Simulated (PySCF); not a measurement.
**Question.** Give a PBE0-D3(BJ)/def2-SVP geometry of `C1CC1B[AsH2]`.

**Answer.** 
```xyz
13
C3H8AsB angstrom
As     2.804   -0.290   -0.280
B      0.834   -0.623   -0.058
C     -0.190    0.488    0.192
C     -1.371    0.200    1.118
C     -1.608    0.247   -0.336
H      3.043   -1.258   -1.424
H      2.718    0.956   -1.146
H      0.471   -1.779   -0.001
H      0.128    1.536    0.167
H     -1.389   -0.769    1.624
H     -1.716    1.037    1.731
H     -1.799   -0.687   -0.870
H     -2.115    1.120   -0.755
```

Any rigid rotation of these coordinates is as good. Atoms count from 1 in this order. The 3-membered ring C3–C4–C5 has internal angles of 57.6° to 61.3°. The C–C distances run from 1.474 Å (C4–C5, drawn single) to 1.532 Å (C3–C5, drawn single), a spread of 0.058 Å. As1 (arsenic bonded to B and 2 H) is pyramidal (angles 98.2°, 97.6° and 95.8°, sum 291.7°, 0.82 Å off the plane of its three neighbours). B2 (three-coordinate boron) is planar (angles 123.6°, 118.9° and 117.1°, sum 359.6°, 0.05 Å off the plane of its three neighbours).

Bonds between heavy atoms (Å): As1–B2 2.010, B2–C3 1.532, C3–C4 1.528, C4–C5 1.474, C3–C5 1.532.

Method used: PBE0-D3(BJ)/def2-SVP geometry optimisation, gas phase (PySCF).

PBE0-D3(BJ)/def2-SVP frequencies: not computed here. The numbers are those of one conformer (H–As1–B2–C3 -138° and -41°, As1–B2–C3–C4 -144°).
